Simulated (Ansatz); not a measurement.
`O=C[SiH](O)Cl` + `C[SiH](O)O` → `C[Si@@H](O)O[Si@H](O)Cl` + `C=O`  (ligand exchange at the Si–C bond)

Program: Ansatz. Geometries: PBE0-D4/def2-TZVP. ΔE: electronic, gas phase. CCSD(T)/CBS adds triple-zeta CCSD(T) − MP2 to the extrapolated MP2 energy (def2 sets, frozen cores). This one scheme is used for every species. One conformer a species, not always the lowest.

```json
{"species": "`O=C[SiH](O)Cl`", "HF/def2-TZVPP energy (Eh)": "-937.96839"}
{"species": "`C[SiH](O)O`", "HF/def2-TZVPP energy (Eh)": "-480.23965"}
{"species": "`C[Si@@H](O)O[Si@H](O)Cl`", "HF/def2-TZVPP energy (Eh)": "-1304.35424"}
{"species": "`C=O`", "HF/def2-TZVPP energy (Eh)": "-113.91766"}
```

Q: Work out ΔE.

A: ΔE = (-1304.35424) + (-113.91766) − (-937.96839) − (-480.23965) = -0.06386 Eh = -40.1 kcal/mol. CCSD(T)/CBS gives -36.6 kcal/mol.

Largest T1 diagnostic among the species: 0.015.

In def2-TZVPP, CCSD(T) changes the Hartree–Fock value by +3.1 kcal/mol (the triples alone add +0.5 kcal/mol) and MP2 by +2.4 kcal/mol. From PBE to PBE0 (25 % exact exchange), in def2-TZVPP and without D4, ΔE moves by −2.5 kcal/mol.
